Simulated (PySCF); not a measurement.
Metal series MF3, each in one or more spin states. Isolated molecules, 0 K electronic values unless said otherwise. Multiplicities are imposed; where one is given, others were not computed.

All values below come from TPSSh-D3(BJ)/def2-TZVP // TPSS-D3(BJ)/def2-SVP (PySCF 2.14.0). All candidates: neutral, multiplicity 2. 

```yaml
highest_occupied_spin_orbital: -5.36 eV
dipole_moment: 0.02 D
```

Task: Say which member has these values.
A) [Ti(F)3]
B) [Pt(F)3]
C) [Pd(F)3]
D) [Zr(F)3]

Result: D, [Zr(F)3]. The others give [Ti(F)3]: -6.17 eV, 0.08 D; [Pd(F)3]: -8.83 eV, 2.54 D; [Pt(F)3]: -8.24 eV, 2.72 D
